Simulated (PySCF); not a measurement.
# Molecular orbitals of AgF

RHF at R = 1.988 Å; PySCF, scalar-relativistic core potentials, basis sets Ag def2-TZVPP with ECP28, F def2-TZVPP. State: ¹Σ⁺ (singlet), closed shell. Only the outer orbitals are listed, counted within each symmetry, core potentials removing the inner ones.

```csv
orbital,occ.,ε (eV),on Ag (%),main shells (%)
5σ,2,-15.77,67,"67 Ag d, 32 F p"
2π,2,-15.23,84,"84 Ag d, 16 F p"
2π,2,-15.23,84,"84 Ag d, 16 F p"
1δ,2,-14.86,100,100 Ag d
1δ,2,-14.86,100,100 Ag d
3π,2,-12.45,18,"82 F p, 16 Ag d"
3π,2,-12.45,18,"82 F p, 16 Ag d"
6σ,2,-11.72,40,"60 F p, 31 Ag d"
7σ,0,-0.42,99,"77 Ag s, 21 Ag p"
4π,0,1.85,100,100 Ag p
4π,0,1.85,100,100 Ag p
```

Q: Which are the highest filled and the lowest empty level, where do they sit, and how wide is the gap?

A: Highest filled 6σ at -11.72 eV (in %: 60 F p, 31 Ag d); lowest empty 7σ at -0.42 eV (in %: 77 Ag s, 21 Ag p); the gap at RHF is 11.30 eV.

```json
{
 "bond order (Mayer)": "0.42",
 "⟨S²⟩": "0.000",
 "charge on Ag (Mulliken, basis-dependent)": "0.75",
 "charge on Ag (Löwdin, basis-dependent)": "0.59",
 "dipole moment (positive dipole means Ag(−)F(+))": "-6.98 D",
 "polarisability along the bond": "16.6 bohr³",
 "polarisability across the bond": "14.1 bohr³"
}
```

Spin–orbit coupling is left out.
